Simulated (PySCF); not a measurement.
Start geometry of `B[NH][GeH3]` from GFN2-xTB (Å):
```
atom  x, y, z in Å
B1     1.6015   -0.2637   -0.2144
N2     0.4285    0.0744    0.5050
Ge3   -1.3414    0.1277   -0.0046
H4     1.4973   -0.5231   -1.3516
H5     2.6251   -0.2172    0.2985
H6     0.5681    0.3288    1.4774
H7    -2.0831   -0.8569    0.8361
H8    -1.3875   -0.2021   -1.4487
H9    -1.8506    1.5150    0.2960
```

Problem. What comes out of this run: PySCF 2.14.0, PBE0-D3(BJ)/def2-SVP geometry optimisation, gas phase?

Solution. 
```
atom  x, y, z in Å
B1     1.5731   -0.0467   -0.2614
N2     0.4547    0.0724    0.5664
Ge3   -1.3237    0.0022    0.0400
H4     1.4167   -0.2180   -1.4512
H5     2.6829    0.0218    0.2198
H6     0.6208    0.2143    1.5585
H7    -2.0455   -1.0772    0.8690
H8    -1.3235   -0.3435   -1.4525
H9    -1.9901    1.3668    0.2986
```

The energy falls by 0.162 eV over 7 energy and gradient evaluations, the largest force component goes from 0.0435 to 3.5e-04 Eh/bohr, and the atoms move by 0.096 Å rms after alignment. The bond that changes most is B1–H5 (three-coordinate boron to B–H hydrogen), which lengthens by 0.066 Å. Bonds longer at the end by more than 0.005 Å: 6 of 8; shorter: 1. Among the angles that change most is B1–N2–Ge3, from 131.4° to 126.6°. Rotational constants go from 34858, 3819, 3589 to 32188, 3912, 3648 MHz. The orientation of the end geometry is arbitrary; only internal coordinates are fixed.

The run used 90 basis functions and 42 SCF cycles in all.

No PBE0-D3(BJ)/def2-SVP frequencies stand behind this structure, so it isn't proved a minimum.
